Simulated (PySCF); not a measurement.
Be(Me)2 cation (C2H6Be), SMILES [CH3][Be][CH3] (connectivity only; charge and spin as stated), charge +1, multiplicity 2.

Coordinates come from a PBE0-D3(BJ)/def2-TZVP optimisation. The spin state was assumed, not searched. The isomer is the one that the SMILES or the coordinates give; other isomers of the formula were not compared.

These are ωB97X/def2-TZVPD in PySCF values and carry that method's errors.

The molecule is in vacuum.

The total energy is -94.20921 hartree, the point group is D3 and the α spin, highest occupied and lowest empty level comes out as -17.65 and -3.64 eV. The β spin, highest occupied and lowest empty level is -16.03 and -9.66 eV. The dipole moment about the centre of nuclear charge is 0.000 e·Å, the mean static polarisability comes out as 116.3 bohr³ (17.23 Å³) and the polarisability, principal values is 33.1, 33.1, 282.7 bohr³. The ⟨S²⟩ is 0.771 (pure state 0.75).
